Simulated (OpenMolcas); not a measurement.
Cu2+ (d9) in a complex was computed by CASSCF with the d shell active (OpenMolcas, ANO-RCC-VTZP on the metal). Its lowest spin-free states, and all those of the highest spin:

| 2S+1 | Degeneracy | E (cm-1) |
| --- | --- | --- |
| 2 | 1 | 0.0 |
| 2 | 1 | 1837 |
| 2 | 2 | 2611 |
| 2 | 1 | 4179 |

Question: Is the site octahedral, tetrahedral or cube-like, axial, or of lower symmetry?

Answer: The states with 2S+1 = 2 have orbital degeneracies 1, 1, 2, 1. There are pairs but no triples, so the site is axial: not cubic, but with a proper or improper axis of order three or more. The run had Cu2+ with 5 ligands (chloride, oxide on the axis) in square pyramidal coordination (C4v) at 2.52 Å, the axial distance 2.122 Å. A charge of +0.8 e stands 2.8 Å behind each ligand. Ligand basis ANO-RCC-VDZP.

Ligand-to-metal charge-transfer states are missing. With metal d orbitals alone and no dynamic correlation the field as a rule comes out too small, by tens of per cent, by up to half for chloride and softer ligands, and the orbital part of g and χT, which goes as 1/10Dq, too large. The distance lies 5 % over the 2.41 Å that this model takes as the normal distance (a Shannon-type radius plus a fixed donor radius); by an R⁻⁵ law this alone changes a d-shell field by about -20 %. No measured value stands beside these numbers; the geometry is a model, was not optimised and need not be the one that this ion takes.
